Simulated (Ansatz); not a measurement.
## Strength of the Ge–H bond: CH6GeS → CH5GeS + H

Species: CH6GeS `C[S][GeH3]`, singlet; CH5GeS `C[S][GeH2]`, doublet; H atom, doublet. 

Shapes, held fixed at every level: PBE0-D4/def2-TZVP. Flexible molecules stand in one conformer, not always the lowest. Programs: Ansatz 0.2.0. The zero-point and thermal change to 298 K, harmonic and unscaled (PBE0-D4/def2-TZVP), is -18.1 kJ/mol.

```
              level                   kind  ΔH(298 K) (kJ/mol)  less CCSD(T)/def2-TZVPP
   SPW92/def2-TZVPP                    LDA              +355.9                    +11.9
  PBE-D4/def2-TZVPP                    GGA              +318.4                    -25.6
BHLYP-D4/def2-TZVPP          global hybrid              +337.7                     -6.3
 PBE0-D4/def2-TZVPP          global hybrid              +326.3                    -17.7
  B2PLYP/def2-TZVPP          double hybrid              +335.3                     -8.7
       MP2/def2-SVP    perturbation theory              +324.1                    -19.9
     MP2/def2-TZVPP    perturbation theory              +336.1                     -7.9
 CCSD(T)/def2-TZVPP  coupled cluster or CI              +344.0                      0.0
```

The highest level, CCSD(T)/def2-TZVPP, gives ΔH(298 K) = +344.0 kJ/mol; the levels span +318.4 to +355.9. The column of differences is taken from that level and isn't an error. No measured value is set beside it here. Open shells run unrestricted unless RO is named. Relativity is left out for Ge unless named. Correlated rows may include outer-core shells of Ge, which these sets cover unevenly.
